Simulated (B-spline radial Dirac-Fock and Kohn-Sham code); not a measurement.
# Total conversion coefficients of Rb against transition energy

Model: a Dirac-Hartree-Slater potential of the neutral atom with a Latter tail (no hole, which puts coefficients of high multipoles low close above an edge), finite nucleus with surface currents. Program: a B-spline atomic structure program. Subshells within 1 keV of threshold and pair formation are left out.

| energy (keV) | E2 | E3 | E4 | M1 | M3 | M5 |
| --- | --- | --- | --- | --- | --- | --- |
| 12.1 | 2550 | 642000 | 8.27e+07 | 8.35 | 380000 | 5.92e+09 |
| 16.5 | 654 | 98100 | 9.78e+06 | 27.0 | 68100 | 4.78e+08 |
| 20 | 318 | 31300 | 2.59e+06 | 15.3 | 26300 | 1.03e+08 |
| 20.1 | 312 | 30400 | 2.51e+06 | 15.0 | 25600 | 9.90e+07 |
| 25.1 | 140 | 8510 | 545000 | 7.79 | 8760 | 1.76e+07 |
| 29.7 | 77.1 | 3360 | 174000 | 4.74 | 3930 | 4.98e+06 |
| 50 | 12.1 | 233 | 5740 | 1.04 | 341 | 128000 |
| 58.3 | 6.99 | 111 | 2210 | 0.666 | 168 | 46000 |
| 61.4 | 5.80 | 87.0 | 1610 | 0.574 | 132 | 32700 |
| 100 | 0.976 | 9.07 | 92.3 | 0.146 | 14.6 | 1470 |
| 121 | 0.484 | 3.82 | 31.9 | 0.0866 | 6.30 | 458 |
| 131 | 0.361 | 2.67 | 20.6 | 0.0698 | 4.47 | 283 |
| 149 | 0.225 | 1.50 | 10.3 | 0.0494 | 2.57 | 131 |
| 160 | 0.173 | 1.09 | 7.03 | 0.0409 | 1.90 | 86.4 |
| 197 | 0.0811 | 0.438 | 2.36 | 0.0237 | 0.797 | 25.9 |
| 200 | 0.0767 | 0.410 | 2.18 | 0.0228 | 0.749 | 23.8 |
| 313 | 0.0158 | 0.0615 | 0.234 | 0.00734 | 0.127 | 2.04 |
| 500 | 0.00345 | 0.0101 | 0.0285 | 0.00239 | 0.0230 | 0.196 |
| 725 | 0.00120 | 0.00288 | 0.00669 | 0.00103 | 0.00671 | 0.0372 |
| 735 | 0.00116 | 0.00276 | 0.00637 | 0.000996 | 0.00643 | 0.0351 |
| 834 | 0.000836 | 0.00188 | 0.00409 | 0.000756 | 0.00434 | 0.0208 |
| 879 | 0.000734 | 0.00161 | 0.00343 | 0.000675 | 0.00370 | 0.0168 |
| 1000 | 0.000539 | 0.00112 | 0.00226 | 0.000513 | 0.00252 | 0.0102 |
| 1090 | 0.000443 | 0.000893 | 0.00173 | 0.000428 | 0.00197 | 0.00737 |
| 1170 | 0.000378 | 0.000743 | 0.00140 | 0.000370 | 0.00161 | 0.00569 |
| 1770 | 0.000163 | 0.000280 | 0.000461 | 0.000163 | 0.000537 | 0.00142 |
| 1860 | 0.000148 | 0.000251 | 0.000408 | 0.000149 | 0.000474 | 0.00121 |
| 2000 | 0.000129 | 0.000215 | 0.000343 | 0.000130 | 0.000397 | 0.000975 |

Question: How fast do they fall between 1770 and 2000 keV?

Answer: As powers of the energy: E2 E^-1.87, E3 E^-2.15, E4 E^-2.43, M1 E^-1.88, M3 E^-2.47, M5 E^-3.05. Within one type (E or M) the higher multipoles fall faster.

Values without a named source are computed, but for edge energies of neutral atoms, which are taken from tables.
